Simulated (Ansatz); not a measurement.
Computed with Ansatz on PBE0-D4/def2-TZVP structures; ΔE is electronic, products minus reactants. CCSD(T)/CBS is the MP2 limit (def2-TZVPP, def2-QZVPP) plus CCSD(T) − MP2 in def2-TZVPP, frozen cores. Functionals use def2-TZVPP. For Br, Ge outer-core shells are correlated without core-valence functions, which leaves a few kJ/mol of doubt a bond. Scalar relativity is left out up to krypton.

Reaction (cleavage of the Ge–Ge bond): `[CH3][GeH]([F])[GeH3]` + HBr → `[CH3][GeH]([F])[Br]` + GeH₄

```
         level  ΔE (kcal/mol)
       PBE0-D4          -15.2
        r2SCAN          -16.3
MP2/def2-TZVPP          -16.6
 MP2/CBS(def2)          -16.6
```

Question: What does CCSD(T)/CBS give? (Estimate.)

Answer: Computed: -15.4 kcal/mol. The listed levels differ from it by 0.2, -0.9, -1.2, -1.2 kcal/mol.

Largest T1 diagnostic among the species: 0.012.

From PBE to PBE0 (25 % exact exchange), in def2-TZVPP and without D4, ΔE moves by −1.1 kcal/mol. In def2-TZVPP, CCSD(T) changes the Hartree–Fock value by +4.9 kcal/mol (the triples alone add +0.2 kcal/mol) and MP2 by +3.7 kcal/mol.
